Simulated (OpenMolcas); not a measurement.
**Fe4+: moving the ligands**

Fe4+ with 4 ligands (oxide) in tetrahedral coordination (Td) at 1.83 Å. A charge of +1 e stands 2.8 Å behind each ligand. Ligand basis ANO-RCC-VDZP.
```
Fe    0.0000    0.0000    0.0000
O     1.0566    1.0566    1.0566
O     1.0566   -1.0566   -1.0566
O    -1.0566    1.0566   -1.0566
O    -1.0566   -1.0566    1.0566
```

```
Program             : OpenMolcas
Method              : CASSCF
Basis               : ANO-RCC-VTZP [6s5p3d2f1g]
Scalar Hamiltonian  : DKH2, point nucleus
Active space        : 4 electrons in 5 orbitals (3d)
State averaging     : 2S+1 = 5 even, 5 roots; 2S+1 = 3 even, 45 roots; 2S+1 = 1 even, 50 roots
Spin-orbit coupling : state interaction with AMFI integrals over the reference wave functions
```

Runs around this geometry, states (labels of Td). Energies in cm-1 above the lowest state or level, χT in cm3 K/mol; under a threefold ground state the first gap can be a small split of the lowest multiplet, not the spin-orbit step.

| R (Å) | Ground state | First state of that spin | First gap with spin-orbit (degeneracies) | χT at 300 K | First state of another spin |
| --- | --- | --- | --- | --- | --- |
| 1.76 | 5T2 | 5E 11664 | 25.9 (1, 3) | 2.564 | 3T1 13522 |
| 1.83 | 5T2 | 5E 10928 | 25.8 (1, 3) | 2.549 | 3T1 14777 |
| 1.94 | 5T2 | 5E 10542 | 24.9 (1, 3) | 2.550 | 2S+1 = 3: 16522 |

Taking the first state of the same spin as R^-n, n = -ln(10542 / 11664) / ln(1.94 / 1.76) = 1.0 between the shortest and longest distance.

An orbital triplet at a regular site is open to Jahn-Teller coupling, which can distort the site and quench the lowest spin-orbit gaps and is left out. Without dynamic correlation the repulsion within the d shell is too large (B by tens of per cent), so at a given field states of lower spin stand too high. The least metal-like active orbital is 78 % on the metal (Löwdin) and no ligand orbital is active, so the numbers are rough. The oxide ions are held by bare point charges, a crude embedding. Ligand-to-metal charge-transfer states are missing. With no ligand orbital active B as a rule stays too high, so bands that hang on it stand too high and its fall with covalency is understated. With metal d orbitals alone and no dynamic correlation the field as a rule comes out too small, by tens of per cent, by up to half for chloride and softer ligands. No measured value stands beside these numbers; the geometry is a model, was not optimised and need not be the one that this ion takes.

A state without a sure symmetry label is named by its multiplicity alone.
